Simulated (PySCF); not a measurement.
PBE against PBE0 for molecules with a metal or metalloid centre: HOMO–LUMO gap of the Kohn–Sham levels.

Values in eV, from PySCF. Where two bases are given, the first is that of PBE. PBE0 is a level with its own limits.

```tsv
system	basis	PBE	PBE0	PBE − PBE0
CC(=O)[SiH2]C[SeH] singlet	def2-TZVP	3.02	5.46	-2.43
C#CC[SiH2]c1ccccc1 singlet	def2-SVP	4.73	6.74	-2.01
O=C[SiH2][SiH2]C(=O)O singlet	def2-TZVP	2.90	5.48	-2.58
C=C[SiH2][SiH2]C(F)(F)F singlet	def2-TZVP	4.96	6.94	-1.98
O=C[SiH2]O[SiH3] singlet	def2-TZVP	2.83	5.45	-2.62
Clc1cccc([Si](Cl)(Cl)Cl)c1 singlet	def2-TZVP	4.21	6.08	-1.87
F[SiH2][SiH2]S singlet	def2-TZVP	4.44	6.46	-2.02
CC(=O)CCB(O)O singlet	def2-SVP	4.15	6.93	-2.78
CS[SiH2][SiH3] singlet	def2-TZVP	4.10	6.10	-2.00
CC[SiH2]N singlet	def2-TZVP	5.46	7.66	-2.20
c1ccc([SiH2]c2cccs2)nc1 singlet	def2-SVP	3.66	5.67	-2.01
C[SiH2][SiH2]Cl singlet	def2-TZVP	5.44	7.47	-2.03
N[CH2][GeH3] singlet	def2-TZVP	5.38	7.62	-2.25
Fc1ccc([SiH3])cc1 singlet	def2-TZVP	4.68	6.61	-1.92
```

The mean difference from PBE0 is -2.19 eV (median -2.02) and the mean absolute one 2.19 eV (median 2.02); PBE lies above in 0 and below in 14 of 14 cases. It is closest for Clc1cccc([Si](Cl)(Cl)Cl)c1 singlet (-1.87), Fc1ccc([SiH3])cc1 singlet (-1.92), C=C[SiH2][SiH2]C(F)(F)F singlet (-1.98) and furthest off for CC(=O)CCB(O)O singlet (-2.78), O=C[SiH2]O[SiH3] singlet (-2.62), O=C[SiH2][SiH2]C(=O)O singlet (-2.58).
